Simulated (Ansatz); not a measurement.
The cluster PbCl₂⁺ (the lowest doublet isomer of a short search) was relaxed with PBE0-D4 (def2-TZVP) in Ansatz in these states: charge +1 doublet, charge +1 quartet. The geometries follow in no particular order.

In the def2 sets Pb takes a core potential; there is no spin–orbit coupling.

A:

| atom | x (Å) | y (Å) | z (Å) |
| --- | --- | --- | --- |
| Pb1 | 1.330 | -0.224 | -0.507 |
| Cl2 | -0.985 | -1.143 | -0.033 |
| Cl3 | -0.344 | 1.367 | 0.540 |

B:

Cartesian coordinates in Å:
```
Pb -1.607 -0.276 0.766
Cl 0.354 1.050 -1.005
Cl 1.253 -0.775 0.239
```

Question: Judge from the bond lengths which geometry belongs to which state (an estimate).

Answer: A is the charge +1 doublet (Pb1–Cl2 2.536 Å, Pb1–Cl3 2.536 Å); B is the charge +1 quartet (Pb1–Cl2 2.957 Å, Pb1–Cl3 2.951 Å).

At PBE0-D4/def2-TZVP a doublet lies 3.60 eV below the charge +1 quartet. In the doublet, Cl2 and Cl3 lie 2.65 Å apart (atoms count from 1), so these atoms are partly bonded to each other. In the quartet, Cl2 and Cl3 lie 2.38 Å apart (atoms count from 1), so these atoms are partly bonded to each other. These are the stationary points nearest to one start from a short search; other shapes may lie lower in each state.
